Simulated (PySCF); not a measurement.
Some computed properties have been withheld. Give your best values.

Compound: C6H11O (doublet state).
InChI=1S/C6H11O/c1-2-6-4-3-5-7-6/h2,6H,3-5H2,1H3/t6-/m0/s1

```csv
property,level,value
point group of the GFN2-xTB geometry,GFN2-xTB,C1
"rotational constants A, B, C of the GFN2-xTB geometry",GFN2-xTB,?
isotropic g value,"unrestricted B3LYP/pcH-1, mean-field spin–orbit",2.00255
spin squared ⟨S²⟩,unrestricted B3LYP/pcH-1,?
largest isotropic hyperfine couplings (means over sets of like nuclei),unrestricted B3LYP/pcH-1,?
```

Electronic properties: PySCF, gas phase, density fitting. One conformer (not necessarily the lowest) at the GFN2-xTB geometry, without solvent or vibrations. Hyperfine couplings depend on the geometry, which wasn't re-optimised at a DFT level. Couplings of like nuclei are plain means over topologically equivalent atoms, as if these changed places fast (by rotation of a methyl-like group, say); in this geometry the members of some sets differ.

Question: What are the rotational constants A, B, C of the GFN2-xTB geometry?

Answer: 4.977, 2.050, 1.711 GHz.

Question: The spin squared ⟨S²⟩?

Answer: 0.754.

Question: The largest isotropic hyperfine couplings (means over sets of like nuclei)?

Answer: 1H +119.7, 13C +92.6, 1H +80.5 (×3), 1H -61.0, 13C +60.4 MHz.

g_iso is shifted by about +230 ppm from the free-electron value 2.002319. The rotational constants make it an asymmetric top with κ = (2B − A − C)/(A − C) = -0.79, nearer the prolate limit (−1). ⟨S²⟩ is 0.004 above the pure-spin value S(S + 1) = 0.75.

For the EPR job (B3LYP), on one thread, Arm Neoverse V2 (aarch64), on a shared host, this took 60 s wall (grids of density and orbitals included) and 1.0 GiB of memory at its peak.
